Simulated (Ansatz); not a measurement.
Job for Ansatz (a quantum-chemistry and plane-wave program): U-PBE/def2-TZVPP on BClH (SMILES [BH]Cl), 2S+1 = 2, atoms moved off the minimum.

Ansatz 0.2 input:
```yaml
crystal:
  periodic: [false, false, false]
  atoms:
    - {symbol: B, position_ang: [-1.17220537, 0.44117017, 0.07391512]}
    - {symbol: Cl, position_ang: [0.52787960, -0.14057030, -0.00486374]}
    - {symbol: H, position_ang: [-2.11935944, -0.17491884, 0.00938168]}
basis:
  gaussian:
    orbitals: def2-TZVPP
hamiltonian:
  xc: {name: PBE}
magnetization: {spin_polarized: true, initial_magnetization: 1}
output: {forces: true}
```

The head of its log:

```
WARN ansatz: RAYON_NUM_THREADS=1 ignored (pool sized by the plan → 1); use --threads N
Functional definition: PBE
integrals: 0.02 GiB planned
522 factors; their error is unknown
mean field: 0.20 GiB planned
mean field evaluation 1: about -13206.1354 eV, gradient 1.6e1 eV
mean field evaluation 2: about -13204.3337 eV, gradient 2.3e1 eV
```

Task: Give the final energy of this run.

Result: -485.3771 hartree.
